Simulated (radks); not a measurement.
The numbers below are computed, except where a source is named.
Task: Ba, 56 electrons, occupied as [Xe] 6s2. Code: a radial shooting solver on a logarithmic mesh with Libxc functionals. Model: scalar-relativistic Kohn-Sham, r2SCAN, spin-polarised, spherical densities, finite nucleus; meta-GGA in the generalised Kohn-Sham scheme; Fermi nuclear charge, rms radius 4.8378 fm. Some entries of the table are withheld. Estimate them.

| orbital | occ. | eigenvalue (hartree) | <1/r> (bohr^-1) |
|---|---|---|---|
| 1s | 2 | -1371.505 | (1) |
| 2s | 2 | -217.4654 | 13.97 |
| 2p | 6 | (2) | (3) |
| 3s | 2 | -46.17183 | 5.059 |
| 3p | 6 | -38.89013 | 4.792 |
| 3d | 10 | -28.32642 | 4.534 |
| 4s | 2 | -9.16662 | 2.077 |
| 4p | 6 | -6.80440 | (4) |
| 4d | 10 | -3.36312 | 1.652 |
| 5s | 2 | -1.27938 | 0.7977 |
| 5p | 6 | -0.71525 | 0.6775 |
| 6s | 2 | (5) | (6) |

Result: 
(1) 1s <1/r> (bohr^-1): 60.69
(2) 2p eigenvalue (hartree): -194.8885
(3) 2p <1/r> (bohr^-1): 13.27
(4) 4p <1/r> (bohr^-1): 1.915
(5) 6s eigenvalue (hartree): -0.12006
(6) 6s <1/r> (bohr^-1): 0.2540
